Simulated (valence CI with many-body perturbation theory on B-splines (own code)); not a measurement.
Which ion has this spectrum?

A relativistic CI+MBPT calculation for an atom or ion with 14 electrons gives these levels (× 10³ cm⁻¹):

| J | Parity | E | g |
| --- | --- | --- | --- |
| 0 | even | 0.00 |  |
| 1 | even | 2996.1 | 1.49 |
| 2 | even | 3072.4 | 1.16 |
| 2 | odd | 4387.1 | 1.52 |
| 1 | odd | 4612.7 | 1.05 |
| 2 | odd | 4802.5 | 0.75 |
| 1 | odd | 5163.8 | 0.88 |
| 2 | odd | 5660.6 | 1.28 |
| 3 | odd | 5670.3 | 1.10 |
| 2 | even | 6126.3 | 1.31 |
| 1 | even | 6228.1 | 0.44 |
| 2 | even | 6289.2 | 1.13 |
| 0 | even | 6294.2 |  |
| 3 | even | 7045.6 | 1.34 |

The energies are calculated, and their last digits are not significant.

(1) Which is it?
A. Re61+
B. Ir63+
C. Pt64+
D. W60+

Results:

(1) A. Re61+, ground level (3s^2 3p1/2^2) J=0.
